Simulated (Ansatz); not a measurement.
System: 1,3-thiazole-4-carbaldehyde, C4H3NOS (charge 0, singlet). 
Geometry from a B3LYP-D3(BJ)/def2-TZVP (Ansatz, a first-principles code) optimisation:
```
C
C 1 1.3706
N 1 1.3750 2 115.22
C 3 1.2936 1 110.89 2 0.00
H 2 1.0770 1 127.19 3 -180.00
H 4 1.0802 3 124.44 1 -180.00
C 1 1.4725 2 125.19 5 0.00
O 7 1.2083 1 124.08 2 0.00
H 7 1.1058 8 122.04 1 -180.00
S 2 1.7045 5 122.87 1 180.00
```

Quantity: vertical triplet-singlet gap (E(triplet) - E(singlet); each state is the SCF solution reached for its spin; the UHF <S^2> is 2.31 for the triplet (pure: 2.00); for the singlet the Hartree-Fock reference is unstable and T1 is 0.016), in kcal/mol. Correlated levels leave the core frozen unless marked. UHF or UKS for open shells. Spin-orbit coupling is left out. Non-relativistic. CBS marks a two-point X^-3 extrapolation of the correlation energy; Hartree-Fock from the larger set.

```csv
level,program,vertical triplet-singlet gap (kcal/mol)
HF/aug-cc-pV(Q+d)Z,Ansatz,53.4
PBE/def2-TZVPD,Ansatz,71.3
B3LYP/def2-TZVPD,Ansatz,74.1
PBE0/def2-TZVPD,Ansatz,72.0
CAM-B3LYP/def2-TZVPD,Ansatz,78.7
B2PLYP/def2-TZVPD,Ansatz,80.4
RI-MP2/aug-cc-pV(Q+d)Z,Ansatz,106.8
"RI-MP2/CBS(aug-cc-pV(T+d)Z,aug-cc-pV(Q+d)Z)",Ansatz,107.5
CCSD(T)/aug-cc-pV(D+d)Z,Ansatz,82.7
```
